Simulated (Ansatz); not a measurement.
Consider the redistribution: `CN(C)B[SiH3]` + `NB(F)F` → `CN(C)BN` + `FB(F)[SiH3]`.

Program: Ansatz. Geometries: PBE0-D4/def2-TZVP. ΔE: electronic, gas phase. CBS: MP2 limit from def2 TZ/QZ plus the TZ coupled-cluster correction, frozen cores. DFT in def2-TZVPP. Each species was taken in one conformer, which may not be the lowest.

```
             level  ΔE (kcal/mol)
         r2SCAN-D4            9.0
SCS-MP2/def2-QZVPP            8.8
```

(1) What does CCSD(T)/CBS give? (Estimate.)

Largest T1 diagnostic among the species: 0.014.

Results:

(1) The calculation gave: +9.1 kcal/mol. The listed levels differ from it by -0.1, -0.3 kcal/mol.

In def2-TZVPP, CCSD(T) changes the Hartree–Fock value by +1.4 kcal/mol (the triples alone add +0.2 kcal/mol) and MP2 by +1.2 kcal/mol.
